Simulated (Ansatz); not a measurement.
Input for Ansatz (an electronic-structure program): U-B2PLYP/def2-TZVPP on O2 (SMILES O=O).

Ansatz 0.2 input:
```yaml
crystal:
  periodic: [false, false, false]
  atoms:
    - {symbol: O, position_ang: [0.00000000, -0.00000000, 0.60215214]}
    - {symbol: O, position_ang: [-0.00000000, 0.00000000, -0.60215214]}
basis:
  gaussian:
    orbitals: def2-TZVPP
hamiltonian:
  xc: {name: B2PLYP}
magnetization: {spin_polarized: true, initial_magnetization: 2}
correlation: {electrons: outside_noble_gas}
```

Program output:

```
WARN ansatz: RAYON_NUM_THREADS=4 ignored (pool sized by the plan → 4); use --threads N
Functional definition: B2PLYP
integrals: 0.02 GiB planned
415 factors; integrals over basis functions are off by at most 1.1e-3 eV
mean field: 0.16 GiB planned
mean field evaluation 1: about -4085.5538 eV, gradient 1.1e1 eV
mean field evaluation 2: about -4085.5563 eV, gradient 1.1e1 eV
mean field evaluation 4: about -4085.9297 eV, gradient 7.2e-1 eV
mean field evaluation 8: about -4085.9327 eV, gradient 3.3e-3 eV
mean field -4085.93272309 eV, -150.1552580291 hartree, gradient 8.7e-6 eV, S^2 2.020155; 0 other end points of the search recorded, 0 dependent functions left out
2 core orbitals not correlated
reference -4085.93280401 eV, -150.1552610028 hartree; 7, 5 occupied and 53, 55 virtual orbitals, 415 factors
second order -14.45500358 eV of doubles, -0.00000000 eV of singles
Total energy: -4089.83565498 eV, -150.2986881303 hartree
```

The run converged.

Cost: around 0.8 core-seconds (rough).
